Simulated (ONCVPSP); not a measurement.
Which change was made? (Ba, ONCV)

barium (Ba), optimised norm-conserving Vanderbilt (ONCV), made with ONCVPSP 4.0.1 (PBEsol, scalar-relativistic). Core [Kr] 4d10, reference 5s2 5p6 6s1.75 6p0.25. Waves: 5s+6s: rc 2.60 bohr, ncon 4, nbas 8, qcut 4.6 1/bohr, 2 projectors; 5p+6p: rc 3.35 bohr, ncon 5, nbas 8, qcut 5 1/bohr, 2 projectors; d scattering state at 0.09 Ha: rc 3.25 bohr, ncon 3, nbas 7, qcut 3.4 1/bohr, 2 projectors, debl 1.5 Ha. Local part: polynomial inside 2.10 bohr (lpopt 5, dvloc0 0 Ha). Core correction: Teter function, fcfact 1.75, rcfact 1.6.

In the d channel the program set the typed energies aside and used 0.050, 1.550 Ha.

Cutoffs, loose and tight: the cutoffs (Ha) at which the residual kinetic energy of the hardest occupied pseudo-wave falls to 1 and 0.1 mHa per electron. They do not see the model core or the augmentation charge, which bear on the density cutoff. Test errors are all-electron minus pseudo excitation energies from the reference, over the configurations 5s2 5p6 6s2 6p0; 5s2 5p6 6s1 6p0; 5s2 5p6 6s0 6p0; 5s2 5p6 5d1 6s0 6p0; variants that change the core or the reference have their own tests.

The base gives: outcome: generated, projector energies reset by the program; cutoff, loose: 7.2 Ha; cutoff, tight: 8.7 Ha; bound ghosts: d; GHOST(+) flags above zero: s; largest test error (meV): -9.1.

(1) After one change the result is: outcome: generated, projector energies reset by the program; cutoff, loose: 5.3 Ha; cutoff, tight: 7.1 Ha; bound ghosts: none; GHOST(+) flags above zero: none; largest test error (meV): -5.0. Which change was it?
A. reference 5s2 5p6 6s1.5 6p0.5
B. all radii but the core radius scaled by about 1.18 (s 3.08, p 3.96, d 3.84 bohr); local potential polynomial inside 2.48 bohr (lpopt 5, dvloc0 0 Ha)
C. functional PBE; d: rc 2.6, qcut 4.2

Answers

(1) B. The others give: functional PBE; d: rc 2.6, qcut 4.2 → outcome: generated, projector energies reset by the program; cutoff, loose: 7.2 Ha; cutoff, tight: 8.7 Ha; bound ghosts: none; GHOST(+) flags above zero: s; largest test error (meV): -13 | reference 5s2 5p6 6s1.5 6p0.5 → outcome: generated, projector energies reset by the program; cutoff, loose: 7.2 Ha; cutoff, tight: 8.7 Ha; bound ghosts: d; GHOST(+) flags above zero: s; largest test error (meV): -3.4.
